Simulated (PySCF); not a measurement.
Atom-mapped SMILES (the numbers label the heavy atoms): `[CH3:1][CH:2]([CH3:3])[Si@H:4]([OH:5])[SiH3:6]`; H(Xn) means a hydrogen on atom n.

PySCF 2.14.0 with density-fitted response routines calculation with GFN2-xTB structure and NMR shieldings at PBE0/pcSseg-1/GIAO; no solvent, no relativistic terms, averaged over atoms made equivalent by symmetry, fast rotation or ring inversion, one computed conformer.

Referencing at the same level of theory: ¹³C (σ = 186.93 ppm), ¹H (σ = 31.72 ppm), ²⁹Si (σ = 349.16 ppm) against TMS; ¹⁷O (σ = 336.08 ppm) against H2O.

```
 atoms  nucleus  count  Hirshfeld charge  δ (ppm)
    C3      ¹³C      1             -0.12     20.4
    C2      ¹³C      1             -0.11     22.1
 H(C2)       ¹H      1              0.03        ?
   Si4     ²⁹Si      1              0.33      4.8
H(Si6)       ¹H      3             -0.07     3.34
 H(O5)       ¹H      1              0.17     0.90
 H(C3)       ¹H      3              0.04     1.17
   Si6     ²⁹Si      1              0.21   -123.7
    C1      ¹³C      1             -0.12     19.5
H(Si4)       ¹H      1             -0.09        ?
 H(C1)       ¹H      3              0.04        ?
    O5      ¹⁷O      1             -0.31        ?
```

Estimate the values marked ?.

## Answers


- H(Si4): 5.51 ppm, hydrogen on a silicon bonded to C, O, Si
- H(C1): 1.14 ppm, hydrogen on a methyl carbon
- H(C2): 0.68 ppm, hydrogen on an sp3 CH bonded to Si; an electropositive neighbour shields it, as in TMS itself
- O5: 4.3 ppm, oxygen bonded to Si, H

OH/NH shifts are gas-phase values; hydrogen bonding in solution moves them, usually downfield. Shifts are as computed. Against solution values, carbons near 30 ppm lie about +3 ppm off and those near 130 ppm about +5 ppm. Of 1211 compounds with measured shifts, 218 miss one by over three times the rms of a fit or turn the order of signals round; such compounds aren't used in these exercises. Experimental scales use liquid or dissolved standards, which lie at an offset from isolated H2O (liquid H2O: subtract about 36 ppm).
